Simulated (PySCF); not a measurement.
SMILES C[SiH](C)S[Si](C)(O)O, GFN2-xTB optimised geometry. Atoms within 1.6 Å of the plane z = 0.0 Å (x, y, z in Å): Si1 (-0.45, 0.75, -1.21), C2 (1.17, 0.92, -0.24), C3 (-1.20, 2.45, -1.59), S4 (-1.95, -0.25, 0.00), Si5 (-1.25, -2.28, 0.00), C6 (-2.00, -3.15, 1.50), O7 (0.38, -2.28, 0.00), O8 (-1.65, -3.02, -1.40), H10 (1.03, 1.53, 0.65), H11 (1.52, -0.06, 0.09), H12 (1.95, 1.37, -0.84), H15 (-1.43, 2.99, -0.68), H16 (-1.86, -4.23, 1.43), H17 (-3.06, -2.95, 1.59), H19 (0.82, -2.99, -0.45).

Method: PBE0/def2-SVP (PySCF). Cells within 0.4 Å of a nucleus heavier than hydrogen are left out (blank, or x).

Map of the electrostatic potential (hartree/e), clipped to [-0.08, 0.12] on the plane z = 0.0 Å:

```
|2222222222333322222222222222222|
|2222222223333333222222222222222|
|2222222233333333322222222222222|
|2222222333333333322222222222222|
|2222222334554333322222222222222|
|2222222335786433322222222222222|
|2222222335896433332222222222222|
|2222222234675433333322222222222|
|2222222223444433334333222222222|
|2222222223344554467753322222222|
|2221111223356776799996432222222|
|2211111234569999999999432222222|
|211111136999999999xx99532222222|
|211101399999999999xx99422222222|
|2111017999999999999999422222222|
|211102999xx99987689999532222222|
|21111399xxx99964349999532222222|
|2211139999999953224996432222222|
|2221126999999963101233322222222|
|2222235999999996410012222222222|
|3323335899999999994011222222222|
|33333469999xx999x99312222233333|
|33334469999xx99xxx9733333333333|
|33344569999x9999x99954333333333|
|3334445799999999999964433333333|
|3334444579999999999975433333333|
|3334444456899976799865443333333|
|3333333334455555666654443333333|
|3333333333334444555544433333333|
|3333333333333344444444433333333|
|3333333333333333444443333333333|
```
Scale: ten equal steps from -0.051 (start of '0') to 0.120 (end of '9'), in the order '0123456789'; x runs from -5.00 to 5.00, y from -5.00 (bottom) to 5.00 (top).
